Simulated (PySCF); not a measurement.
Computed properties of O2Si, SMILES O=[Si]=O

silicon dioxide molecule (O2Si), SMILES O=[Si]=O. Geometry: ωB97X-D3(BJ)/def2-TZVP. One conformer was computed; it need not be the lowest. All values are computed for the isolated molecule unless a solvent is named; none is compared with measurement here.

**Structure.** The optimised structure has D∞h symmetry. All 4 harmonic modes at ωB97X-D3(BJ)/def2-TZVP (PySCF) are real, so it is a minimum. With heavy atoms numbered as in [O:1]=[Si:2]=[O:3], the shortest bond between them is O1–Si2 at 1.505 Å and the longest Si2–O3 at 1.505 Å.

**Vibrations.** The strongest infrared lines (harmonic, unscaled, degenerate partners summed) lie at 310 cm⁻¹ (185 km/mol, Si 53 %, O 47 %), 1481 cm⁻¹ (107 km/mol, Si 53 %, O 47 %). The softest mode is at 310 cm⁻¹ and the zero-point energy is 4.5 kcal/mol.

**Electronic structure.** r2SCAN/def2-TZVPD (PySCF) places the frontier levels at -8.79 and -4.25 eV, a gap of 4.54 eV, and gives a dipole moment of 0.00 D and a mean polarisability of 30.3 bohr³.

**Excitations.** TDDFT-B3LYP/def2-TZVPD (PySCF) has S1 at 4.26 eV (291 nm, f = 0.000, dark); the most intense of the 10 singlets computed lies at 5.60 eV (f = 0.13). Strengths of degenerate partners are summed. T1 (TDA) is at 3.86 eV. No vertical singlet excitation falls in the visible range (under 3.1 eV).

**NMR.** GIAO shifts at KT2/pcSseg-2 (PySCF) (non-relativistic, atoms alike by connectivity averaged): ²⁹Si at -1.0 ppm against TMS.
